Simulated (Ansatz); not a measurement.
Strength of the N–Si bond: C2H7NSi → C2H6N + SiH

Species: C2H7NSi `CN(C)[SiH]`, singlet; C2H6N `C[N]C`, doublet; SiH, doublet. 

Shapes, held fixed at every level: PBE0-D4/def2-TZVP. Flexible molecules stand in one conformer, not always the lowest. Programs: Ansatz 0.2.0. The zero-point and thermal change to 298 K, harmonic and unscaled (PBE0-D4/def2-TZVP), is -16.2 kJ/mol.

| level | kind | ΔH(298 K) (kJ/mol) | less CCSD(T)/CBS estimate |
| --- | --- | --- | --- |
| MP2/def2-SVP | perturbation theory | +415.0 | +4.6 |
| MP2/def2-TZVPP | perturbation theory | +433.4 | +23.0 |
| r2SCAN-D4/def2-TZVPP | meta-GGA | +382.6 | -27.8 |
| BHLYP-D4/def2-TZVPP | global hybrid | +373.0 | -37.4 |
| B2PLYP/def2-TZVPP | double hybrid | +389.9 | -20.5 |
| CCSD(T)/def2-SVP | coupled cluster or CI | +385.9 | -24.5 |
| CCSD/def2-SVP | coupled cluster or CI | +373.5 | -36.9 |
| CCSD(T)/CBS estimate | coupled cluster or CI | +410.4 | 0.0 |

The highest level, CCSD(T)/CBS estimate, gives ΔH(298 K) = +410.4 kJ/mol; the levels span +373.0 to +433.4. The column of differences is taken from that level and isn't an error. No measured value is set beside it here. Spin contamination: SiH (⟨S²⟩ up to 0.79). Open shells run unrestricted. The CBS estimate extrapolates MP2 from def2-TZVPP and def2-QZVPP and adds CCSD(T) − MP2 in the triple-zeta set, cores frozen.
